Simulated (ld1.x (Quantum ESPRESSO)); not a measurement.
**Transferability test, TM potential for Si (Z = 14)**

```
Element                 : Si
Generator               : ld1.x (Quantum ESPRESSO) 7.5
Type                    : norm-conserving Troullier–Martins (Kleinman–Bylander form)
Functional              : PW91
Relativity              : scalar-relativistic
Frozen core             : [Ne]
Valence charge          : 4
Reference configuration : 3s2 3p2
Partial waves           : 3s (bound): rc 1.85 bohr; 3d channel at 0.05 Ry: rc 1.70 bohr; 3p (bound): rc 2.15 bohr
Local potential         : the p channel
Core correction         : Bessel-smoothed model core inside 1.35 bohr
```

Energies are relative to the spin-unpolarised reference configuration 3s2 3p2; without spin polarisation the order of configurations can differ from experiment.

```
valence configuration  charge  ΔE all-electron (eV)  error AE − PS (meV)
              3s2 3p1      +1                 7.782                 +1.8
              3s2 3p0      +2                23.836                  +14
              3s1 3p0      +3                57.878                  +58
            3s2 3p2.3    -0.3                -0.940                 +0.1
              3s1 3p3       0                 6.824                 -2.1
```

Task: What are ΔE and the potential's error for 3s0 3p4?

Result: ΔE = 13.798 eV all-electron; the error (AE − PS) is -8.5 meV.

Task: What are ΔE and the potential's error for 3s2 3p1.5?

Result: ΔE = 2.941 eV all-electron; the error (AE − PS) is +0.2 meV.
